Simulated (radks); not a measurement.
Spherical quantum dot in the effective-mass picture: electrons in a hard-walled sphere of radius 2.5, with a point charge +1 (a donor) at the centre, all in effective atomic units (hartree* = m*/eps^2 hartree, bohr* = eps/m* bohr), one dielectric constant everywhere. Method: non-relativistic Kohn-Sham, PBEsol, spin-polarised, spherical densities; computed with a radial shooting solver with Libxc functionals. Levels are named by radial order and angular momentum (1s, 1p, 1d, 2s, ...), and open shells are averaged over m. Results are scaled to m* = 0.125 and eps = 15.2, for which hartree* = 14.72 meV and bohr* = 6.435 nm.

N = 4, configuration 1s2 1p(up 2, down 0). This is the lowest configuration that the search found. Occupied and some empty levels:

level    occupation  eigenvalue (meV)  <r> (nm)
1s up             1            28.249     7.639
1s down           1            29.888     7.459
1p up             2            41.509     9.612
1p down           0            43.720     9.572
1d up             0            56.538     10.51
1d down           0            58.877     10.50
2s up             0            58.938     7.805
2s down           0            60.210     7.916
1f up             0            74.604     11.10
1f down           0            76.958     11.11

Energy (meV): total 70.4014, kinetic 72.321, external -54.412, Hartree 78.706, exchange-correlation -26.214.
